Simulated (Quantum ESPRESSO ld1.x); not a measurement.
Values are calculated unless marked as measured or tabulated.
Task: The mean radii <r> (bohr) of the occupied orbitals of an atom or ion are listed with their occupations. Level of theory: non-relativistic Kohn-Sham, PBE, spin-unpolarised, spherical densities, point nucleus (ld1.x of Quantum ESPRESSO 7.5).

orbital  occ.      <r>
1s          2  0.06419
2s          2   0.2960
2p          6   0.2610
3s          2   0.9058
3p          6   0.9595
3d          4    1.232
4d          1    5.799

Name the element and its charge.

Result: Z = 24, chromium, charge +1: Cr+ in [Ar] 3d4 4d1. The 1s radius gives Z: for a bare nucleus <r> = 1.5/Z, 0.0625 bohr for Z = 24, and screening makes it slightly larger (0.06419 here). The occupations add up to 23, and the charge is Z minus that.
